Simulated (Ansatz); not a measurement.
Ansatz (a program for electronic structure) input:

Ansatz 0.2 input:
```yaml
crystal:
  periodic: [false, false, false]
  atoms:
    - {symbol: C, position_ang: [-0.76576458, -1.30630855, -0.32739277]}
    - {symbol: B, position_ang: [-0.00327048, -0.00557907, -0.00139825]}
    - {symbol: N, position_ang: [-0.63673156, 1.00667682, 0.77251040]}
    - {symbol: N, position_ang: [1.32614165, 0.16937952, -0.47776201]}
    - {symbol: H, position_ang: [-1.77995441, -1.49680381, 0.00755381]}
    - {symbol: H, position_ang: [-0.33598598, -2.11275336, -0.91219684]}
    - {symbol: H, position_ang: [-0.20628342, 1.87888941, 1.02538921]}
    - {symbol: H, position_ang: [-1.57310177, 0.90704679, 1.11981857]}
    - {symbol: H, position_ang: [1.79445526, -0.52944253, -1.02518174]}
    - {symbol: H, position_ang: [1.88593957, 0.98641574, -0.30727388]}
basis:
  gaussian:
    orbitals: STO-3G
magnetization: {spin_polarized: true, initial_magnetization: 1}
correlation: {method: ccsd_t, electrons: outside_noble_gas}
```

### Question
Which total energy does the run end on?

### Answer
-173.00529 Eh (CCSD(T)/STO-3G). The basis has 26 functions.

It need not be the lowest isomer of its formula.
